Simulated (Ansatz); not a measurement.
```yaml
crystal:
  periodic: [false, false, false]
  atoms:
    - {symbol: C, position_ang: [-1.069544, 0.306429, -0.876636]}
    - {symbol: N, position_ang: [-0.485336, -0.655460, 0.031040]}
    - {symbol: Al, position_ang: [1.013013, -0.565073, 0.965424]}
    - {symbol: O, position_ang: [2.031376, 0.789202, 0.894588]}
    - {symbol: H, position_ang: [-2.061381, 0.642721, -0.551020]}
    - {symbol: H, position_ang: [-0.437649, 1.196253, -0.938616]}
    - {symbol: H, position_ang: [-1.169716, -0.084539, -1.896480]}
    - {symbol: H, position_ang: [-1.050646, -1.487780, 0.112381]}
    - {symbol: H, position_ang: [1.428987, -1.763858, 1.895021]}
    - {symbol: H, position_ang: [1.883995, 1.570905, 0.367397]}
basis:
  gaussian: {orbitals: pcseg-2}
total_charge: -1
magnetization: {spin_polarized: false, initial_magnetization: 1}
hamiltonian: {xc: {name: SPW92}}
scf: {lower_state_search: light}
output: {forces: true}
```

```sh
$ ansatz run in.yaml --threads 2 --pin off --events-out ev --progress --plain --max-ram 4352MiB
```

It prints (some lines left out):

```
Functional definition: SPW92
1038 factors; their error is unknown
mean field evaluation 1: about -11195.9943 eV, gradient 6.8e1 eV
mean field evaluation 2: about -11146.3448 eV, gradient 1.5e2 eV
mean field evaluation 4: about -11204.7549 eV, gradient 2.3e1 eV
mean field evaluation 8: about -11206.0368 eV, gradient 1.9e0 eV
mean field evaluation 16: about -11206.0084 eV, gradient 3.5e-2 eV
mean field evaluation 32: about -11206.0084 eV, gradient 2.7e-5 eV
mean field -11206.00842100 eV, -411.8132137665 hartree, gradient 5.7e-6 eV, S^2 0.750000; 7 other end points of the search recorded, 0 dependent functions left out
reference -11206.00846358 eV, -411.8132153313 hartree; 21, 20 occupied and 187, 188 virtual orbitals, 1038 factors
Total energy: -11206.00846358 eV, -411.8132153313 hartree
Atom 0 at    -1.069544     0.306429    -0.876636 Å, force     0.233441    -0.484907     0.419271 eV/Å
Atom 1 at    -0.485336    -0.655460     0.031040 Å, force     0.173088     0.224293     0.000937 eV/Å
Atom 2 at     1.013013    -0.565073     0.965424 Å, force    -0.089579     1.050654    -0.649692 eV/Å
Atom 3 at     2.031376     0.789202     0.894588 Å, force     0.784484    -1.120061     1.138036 eV/Å
Atom 4 at    -2.061381     0.642721    -0.551020 Å, force    -0.444939     0.119917     0.175480 eV/Å
Atom 5 at    -0.437649     1.196253    -0.938616 Å, force     0.364653     0.431216     0.005185 eV/Å
Atom 6 at    -1.169716    -0.084539    -1.896480 Å, force    -0.034102    -0.213987    -0.443309 eV/Å
Atom 7 at    -1.050646    -1.487780     0.112381 Å, force    -0.559450    -0.591129    -0.046511 eV/Å
Atom 8 at     1.428987    -1.763858     1.895021 Å, force    -0.005679    -0.496603     0.272374 eV/Å
Atom 9 at     1.883995     1.570905     0.367397 Å, force    -0.421917     1.080607    -0.871771 eV/Å
Dipole moment:    -0.109628    -0.393109     0.148304 e Å
```

It took 7.5 s on 2 threads of an Arm Neoverse V2 on a shared host, with 0.49 GiB of host memory at the peak.
